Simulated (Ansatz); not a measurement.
Cs3F3⁺, 6 atoms. Hardware: 4 threads of Arm Neoverse V1 on a shared host.

In the def2 sets Cs takes a core potential; there is no spin–orbit coupling. Correlated methods freeze 3 core orbitals; core or outer-core shells of Cs are correlated, in sets that lack core-valence functions.

Q: How many basis functions does each of these Ansatz runs have, and roughly what does it cost? PBE-D4/def2-TZVP, charge 1 doublet, energy and forces, from earlier orbitals; CCSD(T)/def2-SVP, charge 1 doublet, energy, from earlier orbitals; PBE0-D4/def2-SVP, charge 1 doublet, relaxation, 15 steps; B3LYP-D4/def2-TZVP, charge 1 doublet, energy, from earlier orbitals; PBE-D4/def2-SVP, charge 1 doublet, energy with a search over starts; LC-ωPBE/def2-TZVP, charge 1 doublet, energy, from earlier orbitals; r2SCAN-D4/def2-TZVP, charge 1 doublet, energy, from earlier orbitals; PBE-D4/def2-SVP, charge 1 doublet, energy, from earlier orbitals; PBE0-D4/def2-SVP, charge 1 doublet, energy, from earlier orbitals; MP2/def2-TZVP, charge 1 doublet, energy, from earlier orbitals; PBE0-D4/def2-TZVP, charge 1 doublet, energy, from earlier orbitals; ωB97M-V/def2-TZVP, charge 1 doublet, energy, from earlier orbitals.

A: Other jobs shared the machine, so times can vary by a factor of up to 3. A dash marks memory too small to be measured apart from the calling script's.

```
                                                                         run  functions  fitting or Cholesky vectors  wall time  peak host memory (GiB)
            PBE-D4/def2-SVP, charge 1 doublet, energy, from earlier orbitals        114                         1206      4.4 s                       –
           PBE0-D4/def2-SVP, charge 1 doublet, energy, from earlier orbitals        114                         1077      4.7 s                       –
              MP2/def2-TZVP, charge 1 doublet, energy, from earlier orbitals        180                         1443      4.8 s                       –
          LC-ωPBE/def2-TZVP, charge 1 doublet, energy, from earlier orbitals        180                         1422      6.5 s                    0.55
PBE-D4/def2-TZVP, charge 1 doublet, energy and forces, from earlier orbitals        180                         1422        7 s                       –
          PBE0-D4/def2-TZVP, charge 1 doublet, energy, from earlier orbitals        180                         1422        8 s                    0.68
         B3LYP-D4/def2-TZVP, charge 1 doublet, energy, from earlier orbitals        180                         1422      8.5 s                    0.68
        r2SCAN-D4/def2-TZVP, charge 1 doublet, energy, from earlier orbitals        180                         1422       10 s                    0.55
         PBE-D4/def2-SVP, charge 1 doublet, energy with a search over starts        114                         1206       10 s                       –
          ωB97M-V/def2-TZVP, charge 1 doublet, energy, from earlier orbitals        180                         1422       28 s                     1.4
                    PBE0-D4/def2-SVP, charge 1 doublet, relaxation, 15 steps        114                         1159       64 s                       –
           CCSD(T)/def2-SVP, charge 1 doublet, energy, from earlier orbitals        114                         1077    1.7 min                       2
```
